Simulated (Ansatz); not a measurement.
One change: `C[BH][AlH][SiH2]C` becomes `[CH3][AlH][SiH2]C`.

Ansatz, PBE0-D4/def2-TZVP geometries, multiplicity 1. Each molecule was computed in one conformer, which needn't be the lowest.

```csv
property,`C[BH][AlH][SiH2]C`
HOMO energy (PBE0/def2-TZVPP) / eV,-6.62
LUMO energy (B3LYP/def2-TZVPP) / eV,-1.95
HOMO–LUMO gap (PBE/def2-TZVPP) / eV,2.88
HOMO energy (B3LYP/def2-TZVPP) / eV,-6.45
LUMO energy (PBE/def2-TZVPP) / eV,-2.69
HOMO energy (ωB97M-V/def2-TZVPP) / eV,-8.61
```

What does the change do to each property? (An estimate is asked.)

The calculation gave: 
| property | `[CH3][AlH][SiH2]C` | shift |
| --- | --- | --- |
| HOMO energy (PBE0/def2-TZVPP) / eV | -7.03 | -0.41 |
| LUMO energy (B3LYP/def2-TZVPP) / eV | -1.79 | 0.16 |
| HOMO–LUMO gap (PBE/def2-TZVPP) / eV | 3.61 | 0.73 |
| HOMO energy (B3LYP/def2-TZVPP) / eV | -6.85 | -0.40 |
| LUMO energy (PBE/def2-TZVPP) / eV | -2.35 | 0.34 |
| HOMO energy (ωB97M-V/def2-TZVPP) / eV | -9.03 | -0.42 |

With PBE0 the HOMO falls by 0.41 eV and the LUMO rises by 0.17 eV, so the gap widens by about 0.58 eV. PBE moves the HOMO by -0.39 eV and ωB97M-V by -0.42 eV.

B3LYP here is the variant with VWN-RPA as its local correlation; programs differ in this.
